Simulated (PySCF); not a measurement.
**Ionisation energy of N+ by level of theory**

N+ [He] 2s2 2p2 (3P) → N(2+) [He] 2s2 2p1 (2P), as a difference of total energies. All numbers are calculated (PySCF 2.14, no relativity, point nucleus, in aug-cc-pVTZ with one added diffuse shell each of s, p, d, f type (6s5p4d3f, 62 functions)). Correlated levels: valence: 1s2 frozen. The calculations carry no spin-orbit coupling.

```tsv
method	ionisation energy (eV)
UHF	29.193
MP2 (valence)	29.613
SCS-MP2 (valence)	29.477
CCSD (valence)	29.457
CCSD(T) (valence)	29.473
```

Errors of the correlated levels include the incompleteness of this basis and the frozen core.

Question: Which method comes closest to the reference value, and which is furthest?

Answer: The reference is 29.601 eV (semi-empirical (NIST evaluation); NIST Atomic Spectra Database, ionization energies). Closest: MP2 (valence) (error 0.012 eV); furthest: UHF (error -0.408 eV).
